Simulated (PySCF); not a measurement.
Species: B3F2H5N (charge -1).
InChI=1S/B3F2H5N/c1-6-2-3(4)5/h6H,1-2H2/q-1

Torsions of this conformer, `[BH2:1][NH:2][BH2-:3][B:4]([F:5])[F:6]`: B1–N2–B3–B4 124°, N2–B3–B4–F5 -173°.

The closed-shell ground state was solved at several levels (PySCF, density fitting, gas phase, non-relativistic). Geometry: GFN2-xTB, one conformer, isolated ion. No diffuse functions stand in pcJ-1 and pcSseg-1, which bears on an anion's orbital energies.

```tsv
level	basis functions	total energy (Eh)	HOMO (eV)	LUMO (eV)	gap (eV)
B3LYP/def2-SVPD	166	-331.9975	-1.89	3.89	5.78
PBE0/pcSseg-1	127	-331.8143	-1.97	4.96	6.93
```

Problem. Estimate the row for B3LYP/pcJ-1, a basis of 212 functions; the other rows only guide the guess.

Solution. Total energy -332.2389 Eh, HOMO -1.78 eV, LUMO 4.72 eV, gap 6.50 eV.

Problem. Over all these levels, which gives the widest orbital gap and which the narrowest?

Solution. PBE0/pcSseg-1 (global hybrid, 25 % exact exchange) has the widest, 6.93 eV, and B3LYP/def2-SVPD (global hybrid, 20 % exact exchange) the narrowest, 5.78 eV. Functional and basis both differ between the two, so the spread mixes both effects.
